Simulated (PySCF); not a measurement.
Property card for `C=C(C)[SiH2]C[SiH3]`

C4H12Si2.
Geometry (PBE0-D3(BJ)/def2-SVP, Å), atoms numbered from 1 in this order:
```
atom  x, y, z in Å
C1    -2.3241   -1.3364   -0.4486
C2    -1.6389   -0.3474    0.1430
C3    -2.2356    1.0112    0.3766
Si4    0.1337   -0.6504    0.6945
C5     1.3327    0.5003   -0.1955
Si6    3.1474    0.2527    0.2304
H7    -3.3570   -1.1936   -0.7912
H8    -1.8884   -2.3268   -0.6143
H9    -2.2726    1.2480    1.4534
H10   -1.6292    1.8032   -0.0945
H11   -3.2585    1.0845   -0.0242
H12    0.4902   -2.0762    0.4161
H13    0.2544   -0.4056    2.1687
H14    1.0587    1.5446    0.0352
H15    1.2027    0.3667   -1.2834
H16    3.3588    0.3633    1.7072
H17    3.6034   -1.1027   -0.2070
H18    4.0048    1.2774   -0.4431
```

Some functional groups and rings: C=C double bond, Si–H bond and C–Si bond.

**PBE0-D3(BJ)/def2-SVP geometry optimisation, gas phase (PySCF)**

* Point group: C1
* Rotational constants A, B, C: 5.390, 0.911, 0.847 GHz

From PBE0/def2-SVPD ground state, ΔSCF and vertical TDDFT (core frozen in the response) (PySCF):

* Dipole moment: 1.43 D
* HOMO energy: -7.54 eV
* LUMO energy: -0.28 eV
* HOMO–LUMO gap: 7.26 eV
* Lowest singlet excitation: 6.52 eV (190 nm, f = 0.027)
* Strongest line among the 10 lowest singlet transitions: S2 at 6.77 eV (183 nm, f = 0.266)
* Lowest triplet excitation (Tamm–Dancoff): 4.13 eV
* Static isotropic polarisability: 106.8 au
* Vertical ionisation energy: 9.35 eV
* Electronic spatial extent ⟨r²⟩ about the centre of nuclear charge: 1436 bohr²

**PBE0/pcSseg-1 ground state and GIAO shieldings, non-relativistic (PySCF)**

* Lowest Hirshfeld atomic charge: -0.25 e on C5
* Highest Hirshfeld atomic charge: +0.33 e on Si4
* 13C chemical shifts (computed TMS as zero) by class: 152.1 (C2), 137.4 (C1), 25.0 (C3), -12.6 (C5) ppm
* 1H chemical shifts (computed TMS as zero) by class: 5.91 (H7), 5.86 (H8), 4.28 (H12/H13), 4.00 (H16/H17/H18), 1.95 (H9/H10/H11), -0.12 (H14/H15) ppm
* Isotropic shieldings of nuclei other than C and H, by class: 382 (Si4), 420 (Si6) ppm
* Mayer bond orders between heavy atoms: C1–C2 1.97, C2–C3 1.04, C2–Si4 0.86, Si4–C5 0.90, C5–Si6 0.93

Monoisotopic mass (most abundant isotopes): 116.0478 u.

The largest Löwdin shares of the HOMO are 0.36 on C1, 0.33 on C2, 0.07 on C3 and 0.05 on Si4. In wavenumbers S1 is 52600 cm⁻¹ (1 eV = 8065.54 cm⁻¹). The ΔSCF ionisation energy exceeds −ε(HOMO) by 1.81 eV with PBE0. With B = h/(8π²I), that is 505.379 GHz u Å² over I, the principal moments of inertia are 93.8, 554.6 and 596.4 u Å² (most abundant isotopes); the inertial defect Ic − Ia − Ib is -52.0 u Å² (zero for a rigid planar frame, negative otherwise). No computed singlet falls in the visible range (750 to 380 nm, 1.65 to 3.26 eV); S1 lies 3.26 eV above its blue end. S1 lies 0.74 eV below the HOMO–LUMO gap; its leading configuration is HOMO−1→LUMO, weight 0.89. The rotational constants make it an asymmetric top with κ = (2B − A − C)/(A − C) = -0.97, nearer the prolate limit (−1).

 NMR classes are plain means over equivalent atoms (diastereotopic ones count apart unless rotation or inversion swaps them), as if these changed places fast; in this geometry the members of some classes differ.

For the NMR shielding job (PBE0/pcSseg-1), the run took 25 s on one thread of an Intel Xeon Platinum 8559C (shared host), and the process peaked at 0.98 GiB of memory.

One conformer stands for the species.
